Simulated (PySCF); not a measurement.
## Radial density of Ho (holmium, neutral)

UHF, [Xe] 4f11 6s2, one real determinant. Computed with PySCF 2.14 in x2c-TZVPPall with one added diffuse shell each of s, p, d, f type (12s8p8d5f2g, 129 functions), with the spin-free X2C one-electron Hamiltonian (Gaussian nucleus).

| r (bohr) | 4πr²ρ (e/bohr) | 4πr²(ρα − ρβ) |
| --- | --- | --- |
| 0.0249 | 79.41 | 0.0029 |
| 0.0419 | 97.44 | 0.0045 |
| 0.0706 | 118.2 | -0.0007 |
| 0.119 | 90.22 | 0.0555 |
| 0.200 | 103.4 | 0.6498 |
| 0.336 | 47.70 | 2.6902 |
| 0.565 | 53.49 | 3.9714 |
| 0.950 | 18.06 | 2.0829 |
| 1.60 | 7.122 | 0.3475 |
| 2.69 | 1.151 | -0.0084 |
| 4.52 | 0.4686 | -0.0016 |
| 7.60 | 0.07571 | -0.0022 |
| 12.8 | 0.0004637 | 0.0000 |

Densities and radii are taken from the X2C orbitals without a picture-change correction, which distorts them close to the nucleus.

⟨L²⟩ = 34.03 against 42 for a pure I term, so this real determinant mixes terms. Spin-orbit coupling, absent here, splits the open shell strongly.

**Question.** Where is the radial spin density 4πr²(ρα − ρβ) most negative, and why is it negative at all?

**Answer.** Around r = 2.69 bohr, down to -0.0084 e/bohr: exchange with the open shell polarises the paired shells in an unrestricted calculation.
